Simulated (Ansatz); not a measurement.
Consider the formal exchange of groups at the Se–Si bond: `N[SiH](F)[SeH]` + `[F][AlH][F]` → `[F][Al]([F])[SeH]` + `N[SiH2]F`.

Calculated with Ansatz (gas phase, PBE0-D4/def2-TZVP geometries, no zero-point term in ΔE). CBS: MP2 limit from def2 TZ/QZ plus the TZ coupled-cluster correction, frozen cores. This one scheme is used for every species. DFT in def2-TZVPP. HSE06 is defined as in plane-wave codes. For Se outer-core shells are correlated without core-valence functions, which leaves a few kJ/mol of doubt a bond. Scalar relativity is left out up to krypton. Each species was taken in one conformer, which may not be the lowest.

```tsv
level	ΔE (kcal/mol)
LDA (SPW92)	-10.9
PBE-D4	-11.3
B97M-V	-9.8
HSE06-D4	-11.9
```

**Question.** What does CCSD(T)/CBS give? (Best estimate.)

**Answer.** Computed: -12.4 kcal/mol. The listed levels differ from it by 1.5, 1.1, 2.6, 0.5 kcal/mol.

Largest T1 diagnostic among the species: 0.013.

The D4 term adds +1.0 kcal/mol with B3LYP and +0.5 kcal/mol with PBE0; it sums over pairs of atoms, weighted by their polarisabilities, and B3LYP, whose exchange is more repulsive, gets the larger term. At CCSD(T), def2-SVP lies −1.8 kcal/mol from the extrapolated value and def2-TZVPP −0.4 kcal/mol.

B3LYP here is the variant with VWN-RPA as its local correlation; programs differ in this.
